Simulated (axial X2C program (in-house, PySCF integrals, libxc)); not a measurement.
# Testing model relations on AgH⁻

A bond curve at the CCSD(T) level, two-component, was computed with an axial X2C code built on PySCF integrals (basis Ag dyall-acv3z [13s13p9d5f3g], H dyall-av3z [7s3p2d] (cores contracted in-house)) for the state Ω = 1/2 (⟨Sz⟩ = 0.50, ⟨Lz⟩ = 0.00 at HF). Its fit gives Re = 1.7131 Å, ωe = 1388.0 cm⁻¹, ωexe = 42.4 cm⁻¹ and αe = 2.561e-01 cm⁻¹; the masses are 106.9051 and 1.0078 u. Two-component means X2C with spin–orbit coupling and atomic mean-field Coulomb and Gaunt terms.

Correlated methods: 13 electrons correlated (number of frozen shells: Ag 4 s, 3 p, 1 d; H none), 245 virtual spin orbitals or spinors in MP2, 90 natural virtuals in coupled cluster.

Problem. Find the reduced mass, Be and the force constant.

Solution. From the CCSD(T) values: μ = 0.9984 u. Be = 16.8576/(μ Re²) = 5.753 cm⁻¹. k = 5.8918×10⁻⁷ μ ωe² = 1.13 mdyn/Å.

Problem. A Morse curve ties αe to the other constants (Pekeris). How well does that hold?

Solution. αe(Morse) = 6Be²/ωe × (√(ωexe/Be) − 1) = 2.454e-01 cm⁻¹; the CCSD(T) curve gives 2.561e-01 cm⁻¹, a ratio of 0.96.

Problem. Estimate the centrifugal constant by the Kratzer relation.

Solution. D = 4Be³/ωe² = 3.95e-04 cm⁻¹.

Problem. Scale the constants to the deuteride (D 2.0141 u) within the Born–Oppenheimer picture.

Solution. ρ = √(μH/μD) = 0.7107; ωe = 986.4, ωexe = 21.4, Be = 2.906 cm⁻¹; the zero-point energy falls by 196 cm⁻¹.

Problem. Where do the fundamental and the first overtone lie?

Solution. ν(1←0) = ωe − 2ωexe = 1303.2 cm⁻¹; ν(2←0) = 2ωe − 6ωexe = 2521.6 cm⁻¹.

Occupations by symmetry block were frozen at the best pattern of an incomplete PBE0 search. Coupled cluster ran in a truncated set of natural virtual spinors; the MP2 energy of the rest was added. (T) has no such correction and the atoms are truncated less, which lowers De at CCSD(T) by a hundredth of an eV or more.
